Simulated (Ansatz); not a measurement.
Ansatz (a program for electronic structure) input (B3LYP-D3(BJ)/def2-TZVP):

Ansatz 0.2 input:
```yaml
crystal:
  periodic: [false, false, false]
  atoms:
    - {symbol: Ag, position_ang: [-0.00000000, -0.00000000, -0.66703697]}
    - {symbol: Cl, position_ang: [0.00000000, 0.00000000, 1.84416103]}
basis:
  gaussian:
    orbitals: def2-TZVP
hamiltonian:
  xc: b3lyp
  dispersion: d3bj
total_charge: -1
magnetization: {spin_polarized: true, initial_magnetization: 1}
phonons: {temperatures: {t_min: 298.15, t_max: 298.15, t_step: 100}}
```

Output:

```
Functional definition: B3LYP
integrals: 0.02 GiB planned
621 factors; their error is unknown
mean field: 0.27 GiB planned
mean field evaluation 1: about -16525.4146 eV, gradient 2.3e1 eV
mean field evaluation 2: about -16523.4457 eV, gradient 3.6e1 eV
mean field evaluation 4: about -16527.0932 eV, gradient 1.0e0 eV
mean field evaluation 8: about -16527.1496 eV, gradient 4.3e-2 eV
mean field evaluation 16: about -16527.1496 eV, gradient 7.1e-6 eV
mean field -16527.14962047 eV, -607.3615460478 hartree, gradient 7.1e-6 eV, S^2 0.751527; 0 other end points of the search recorded, 0 dependent functions left out
the calculation of the forces begins
reference -16527.14979752 eV, -607.3615525542 hartree; 19, 18 occupied and 58, 59 virtual orbitals, 621 factors
these checks for a lower state are left out or cut short: stability, starts, cluster_reference, orbital_swaps, neighbouring_geometries, increment
integrals: 0.02 GiB planned
621 factors; their error is unknown
mean field: 0.27 GiB planned
mean field -16527.14962047 eV, -607.3615460480 hartree, gradient 2.5e-6 eV, S^2 0.751527; 0 other end points of the search recorded, 0 dependent functions left out
the calculation of the forces begins
reference -16527.14979752 eV, -607.3615525544 hartree; 19, 18 occupied and 58, 59 virtual orbitals, 621 factors
these checks for a lower state are left out or cut short: stability, starts, cluster_reference, orbital_swaps, neighbouring_geometries, increment
integrals: 0.02 GiB planned
621 factors; their error is unknown
mean field: 0.27 GiB planned
mean field -16527.14962047 eV, -607.3615460480 hartree, gradient 2.5e-6 eV, S^2 0.751527; 0 other end points of the search recorded, 0 dependent functions left out
the calculation of the forces begins
reference -16527.14979752 eV, -607.3615525544 hartree; 19, 18 occupied and 58, 59 virtual orbitals, 621 factors
these checks for a lower state are left out or cut short: stability, starts, cluster_reference, orbital_swaps, neighbouring_geometries, increment
integrals: 0.02 GiB planned
621 factors; their error is unknown
mean field: 0.27 GiB planned
mean field -16527.14962047 eV, -607.3615460480 hartree, gradient 2.5e-6 eV, S^2 0.751527; 0 other end points of the search recorded, 0 dependent functions left out
the calculation of the forces begins
reference -16527.14979752 eV, -607.3615525544 hartree; 19, 18 occupied and 58, 59 virtual orbitals, 621 factors
these checks for a lower state are left out or cut short: stability, starts, cluster_reference, orbital_swaps, neighbouring_geometries, increment
integrals: 0.02 GiB planned
621 factors; their error is unknown
mean field: 0.27 GiB planned
mean field evaluation 32: about -16527.0993 eV, gradient 5.5e-2 eV
mean field -16527.14962047 eV, -607.3615460480 hartree, gradient 2.5e-6 eV, S^2 0.751527; 0 other end points of the search recorded, 0 dependent functions left out
the calculation of the forces begins
reference -16527.14979752 eV, -607.3615525544 hartree; 19, 18 occupied and 58, 59 virtual orbitals, 621 factors
these checks for a lower state are left out or cut short: stability, starts, cluster_reference, orbital_swaps, neighbouring_geometries, increment
integrals: 0.02 GiB planned
621 factors; their error is unknown
mean field: 0.27 GiB planned
mean field -16527.14959749 eV, -607.3615452033 hartree, gradient 1.7e-6 eV, S^2 0.751527; 0 other end points of the search recorded, 0 dependent functions left out
the calculation of the forces begins
reference -16527.14977447 eV, -607.3615517074 hartree; 19, 18 occupied and 58, 59 virtual orbitals, 621 factors
these checks for a lower state are left out or cut short: stability, starts, cluster_reference, orbital_swaps, neighbouring_geometries, increment
integrals: 0.02 GiB planned
621 factors; their error is unknown
mean field: 0.27 GiB planned
mean field -16527.14961826 eV, -607.3615459666 hartree, gradient 1.7e-6 eV, S^2 0.751527; 0 other end points of the search recorded, 0 dependent functions left out
the calculation of the forces begins
reference -16527.14979537 eV, -607.3615524754 hartree; 19, 18 occupied and 58, 59 virtual orbitals, 621 factors
these checks for a lower state are left out or cut short: stability, starts, cluster_reference, orbital_swaps, neighbouring_geometries, increment
integrals: 0.02 GiB planned
621 factors; their error is unknown
mean field: 0.27 GiB planned
mean field -16527.14962047 eV, -607.3615460480 hartree, gradient 2.5e-6 eV, S^2 0.751527; 0 other end points of the search recorded, 0 dependent functions left out
the calculation of the forces begins
reference -16527.14979752 eV, -607.3615525544 hartree; 19, 18 occupied and 58, 59 virtual orbitals, 621 factors
these checks for a lower state are left out or cut short: stability, starts, cluster_reference, orbital_swaps, neighbouring_geometries, increment
integrals: 0.02 GiB planned
621 factors; their error is unknown
mean field: 0.27 GiB planned
mean field -16527.14962047 eV, -607.3615460480 hartree, gradient 2.5e-6 eV, S^2 0.751527; 0 other end points of the search recorded, 0 dependent functions left out
the calculation of the forces begins
reference -16527.14979752 eV, -607.3615525544 hartree; 19, 18 occupied and 58, 59 virtual orbitals, 621 factors
these checks for a lower state are left out or cut short: stability, starts, cluster_reference, orbital_swaps, neighbouring_geometries, increment
integrals: 0.02 GiB planned
621 factors; their error is unknown
mean field: 0.27 GiB planned
mean field evaluation 64: about -16527.1496 eV, gradient 3.2e-2 eV
mean field -16527.14962047 eV, -607.3615460480 hartree, gradient 2.5e-6 eV, S^2 0.751527; 0 other end points of the search recorded, 0 dependent functions left out
the calculation of the forces begins
reference -16527.14979752 eV, -607.3615525544 hartree; 19, 18 occupied and 58, 59 virtual orbitals, 621 factors
these checks for a lower state are left out or cut short: stability, starts, cluster_reference, orbital_swaps, neighbouring_geometries, increment
integrals: 0.02 GiB planned
621 factors; their error is unknown
mean field: 0.27 GiB planned
mean field -16527.14962047 eV, -607.3615460480 hartree, gradient 2.5e-6 eV, S^2 0.751527; 0 other end points of the search recorded, 0 dependent functions left out
the calculation of the forces begins
reference -16527.14979752 eV, -607.3615525544 hartree; 19, 18 occupied and 58, 59 virtual orbitals, 621 factors
these checks for a lower state are left out or cut short: stability, starts, cluster_reference, orbital_swaps, neighbouring_geometries, increment
integrals: 0.02 GiB planned
621 factors; their error is unknown
mean field: 0.27 GiB planned
mean field -16527.14961826 eV, -607.3615459666 hartree, gradient 1.7e-6 eV, S^2 0.751527; 0 other end points of the search recorded, 0 dependent functions left out
the calculation of the forces begins
reference -16527.14979537 eV, -607.3615524754 hartree; 19, 18 occupied and 58, 59 virtual orbitals, 621 factors
these checks for a lower state are left out or cut short: stability, starts, cluster_reference, orbital_swaps, neighbouring_geometries, increment
integrals: 0.02 GiB planned
621 factors; their error is unknown
mean field: 0.27 GiB planned
mean field -16527.14959749 eV, -607.3615452033 hartree, gradient 1.7e-6 eV, S^2 0.751527; 0 other end points of the search recorded, 0 dependent functions left out
the calculation of the forces begins
reference -16527.14977447 eV, -607.3615517074 hartree; 19, 18 occupied and 58, 59 virtual orbitals, 621 factors
Total energy: -16527.21929166 eV, -607.3641064169 hartree
Atom 0 at    -0.000000    -0.000000    -0.667037 Å, force    -0.000000     0.000000    -0.000096 eV/Å
Atom 1 at     0.000000     0.000000     1.844161 Å, force     0.000000    -0.000000     0.000096 eV/Å
Dipole moment:    -0.000000     0.000000    -0.454663 e Å
Vibrations: 202.98 cm⁻¹, zero-point energy 0.012583 eV
```

The spin state was set by rule; other spins were not relaxed.
